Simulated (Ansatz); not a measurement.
SnO2, relaxed as a singlet with RKS B3LYP-D4/def2-TZVP in Ansatz, starting from the GFN1-xTB geometry. Force threshold 0.02 eV/Å.

In the def2 sets Sn takes a core potential; there is no spin–orbit coupling. The structure holds one bond between oxygen atoms, so isomers without such links may lie far lower. The restricted singlet is unstable towards broken spin symmetry in Hartree–Fock (as tested in another run); at B3LYP-D4/def2-TZVP this wasn't settled. Another isomer (singlet) lies 0.23 eV lower at PBE0-D4/def2-TZVP; other spin states weren't run for this one.

Start:

```tsv
atom	x (Å)	y (Å)	z (Å)
Sn1	0.759	-0.875	0.444
O2	-0.194	0.248	-0.910
O3	-0.565	0.626	0.466
```

```tsv
step	energy (eV)	largest force component (eV/Å)	SCF passes
1	-9926.8459	1.204	19
2	-9926.8765	0.695	21
3	-9926.8939	0.078	21
4	-9926.8941	0.005	24
```

Force components are those of the run's own axes.

End:

```xyz
3

Sn    0.7508   -0.8648    0.4395
O    -0.1812    0.2343   -0.9413
O    -0.5696    0.6305    0.5017
```

By distances, no bond broke or formed. The bond that changes most is O2–O3, from 1.47 to 1.55 Å (atoms count from 1).

No frequencies were taken in this run, so the end may be a saddle point.

Run time 3.7 s (2 threads of Arm Neoverse V2 on a shared host).
